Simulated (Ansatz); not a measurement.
Born–Oppenheimer molecular dynamics of GeH4O (6 atoms, charge 0, multiplicity 1). It goes on from the last frame of an earlier run, with new velocities.

Level of theory: RKS PBE-D4/def2-SVP (Ansatz 0.2.0).

- ensemble: NVT, Nosé–Hoover chain
- time step: 0.5 fs
- steps asked: 250
- set temperature: 400 K
- thermostat: time constant 300 fs, chain length 5
- seed: 329006

First frame:

```xyz
6
Properties=species:S:1:pos:R:3
Ge 0.080 -0.088 -0.103
O 0.129 -0.231 1.717
H -0.819 -0.329 2.032
H 1.558 -0.076 -0.479
H -0.599 1.241 -0.548
H -0.736 -1.297 -0.726
```

How far do the bonds stretch over the last three quarters of this one trajectory? (Pairs bonded in most of those frames.)


```csv
bond,mean (Å),spread (Å),shortest,longest
Ge1–O2,1.808,0.030,1.76,1.85
Ge1–H4,1.549,0.023,1.51,1.58
Ge1–H5,1.561,0.019,1.53,1.59
Ge1–H6,1.561,0.025,1.52,1.60
O2–H3,0.979,0.038,0.92,1.03
```

Mean temperature of the second half: 247 K. The conserved energy stayed within 0.32 meV per atom of its start (net change -0.042 meV per atom), so the integration is sound. The mean temperature of the second half is 38 % below the set value. A run of 0.12 ps of so small a system gives no equilibrium averages.

Time of the run: 4.9 min on 1 thread of Arm Neoverse V1, on a shared host, peak memory 0.11 GiB.
